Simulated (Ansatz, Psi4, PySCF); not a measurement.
thionyl fluoride (F₂OS), singlet, geometry from GFN2-xTB. Base run: PySCF with REVPBE/STO-3G.

The PySCF input:
```python
from pyscf import gto, scf, dft

mol = gto.M(
    atom='''
O     1.364314   -0.149536   -0.377770
S     0.202538   -0.006309    0.407834
F    -0.666917    1.265417   -0.235497
F    -0.905875   -1.121280   -0.153746
''',
    basis='sto-3g',
    charge=0,
    spin=0,
    verbose=4,
)

mf = dft.RKS(mol)
mf.xc = 'revpbe'
mf.kernel()
```

The same geometry, method and basis name were run in Ansatz (a quantum-chemistry and plane-wave program) and Psi4 and PySCF, at each program's defaults and at the settings that a row names. The base is PySCF at its defaults. Differences at the defaults can come from grids, fitting, cores and function types together.

```csv
code and settings,ΔE vs base (mEh),basis functions,E (Eh),SCF cycles,dipole (D)
"PySCF, defaults (exact integrals, its default grid, spherical functions)",0.000,24,-664.41503,10,1.37
"Psi4, defaults (density fitting with its default set, its default grid, spherical functions)",-2.064,24,-664.41709,10,1.37
"Ansatz, defaults (factorised integrals, its default grid, spherical functions)",-0.010,24,-664.41504,-,-
"PySCF, density fitting with def2-universal-jkfit",-2.046,24,-664.41708,10,1.37
"PySCF, fine grid",-0.006,24,-664.41504,9,1.37
"Psi4, exact integrals, spherical functions, fine grid",-0.013,24,-664.41504,12,1.37
"Ansatz, high accuracy",-0.010,24,-664.41504,-,-
```
